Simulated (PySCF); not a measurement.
C₂H₇O, SMILES CC[OH2+], charge +1. Atoms are numbered in the order given.

```xyz
10

C     -0.3040    -1.2621     0.0000
C      0.6221    -0.0894     0.0000
O     -0.1738     1.2565     0.0000
H      0.3197    -2.1607     0.0000
H     -0.9270    -1.3001    -0.8944
H     -0.9270    -1.3001     0.8944
H      1.2304     0.0243     0.8925
H      1.2304     0.0243    -0.8925
H     -0.7223     1.3851    -0.7968
H     -0.7223     1.3851     0.7968
```
Charge +1, spin multiplicity 1.

Geometry optimised at B3LYP-D3(BJ)/def2-TZVP. The isomer is the one that the SMILES or the coordinates give; other isomers of the formula were not compared.

Level of theory: PBE/def2-TZVPD (PySCF).

ESP charges are fitted to the potential on shells at 1.4 to 2.0 van der Waals radii. Atomic charges (e):

```json
[
 {"atom": "C1", "IAO": "-0.46", "ESP fit": "-0.57"},
 {"atom": "C2", "IAO": "-0.06", "ESP fit": "0.15"},
 {"atom": "O3", "IAO": "-0.35", "ESP fit": "-0.49"},
 {"atom": "H4", "IAO": "0.22", "ESP fit": "0.24"},
 {"atom": "H5", "IAO": "0.18", "ESP fit": "0.20"},
 {"atom": "H6", "IAO": "0.18", "ESP fit": "0.20"},
 {"atom": "H7", "IAO": "0.21", "ESP fit": "0.16"},
 {"atom": "H8", "IAO": "0.21", "ESP fit": "0.16"},
 {"atom": "H9", "IAO": "0.44", "ESP fit": "0.49"},
 {"atom": "H10", "IAO": "0.44", "ESP fit": "0.49"}
]
```
